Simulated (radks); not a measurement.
Values are calculated unless marked as measured or tabulated.
Task: The mean radii <r> (bohr) of the occupied orbitals of an atom or ion are listed with their occupations. Level of theory: scalar-relativistic Kohn-Sham, exchange-only PBE, spin-polarised, spherical densities, point nucleus (a radial shooting solver on a logarithmic mesh with Libxc functionals).

| orbital | occ. | <r> |
|---|---|---|
| 1s down | 1 | 0.03707 |
| 1s up | 1 | 0.03707 |
| 2s up | 1 | 0.1626 |
| 2s down | 1 | 0.1626 |
| 2p up | 3 | 0.1417 |
| 2p down | 3 | 0.1417 |
| 3s up | 1 | 0.4586 |
| 3s down | 1 | 0.4586 |
| 3p up | 3 | 0.4623 |
| 3p down | 3 | 0.4623 |
| 3d up | 5 | 0.4527 |
| 3d down | 5 | 0.4526 |
| 4s up | 1 | 1.216 |
| 4s down | 1 | 1.210 |
| 4p up | 3 | 1.375 |
| 4p down | 3 | 1.366 |
| 5s up | 1 | 3.715 |
| 4d up | 2 | 2.298 |
| 5s down | 1 | 3.993 |

Name the element and its charge. Open shells, if any, are filled with parallel spins first.

Result: Z = 40, zirconium, charge 0: Zr in [Kr] 4d2 5s2. The 1s radius gives Z: for a bare nucleus <r> = (2 gamma + 1)/(2Z) with gamma = sqrt(1 - (Z/c)^2), 0.03641 bohr for Z = 40, and screening makes it slightly larger (0.03707 here). The occupations add up to 40, and the charge is Z minus that.
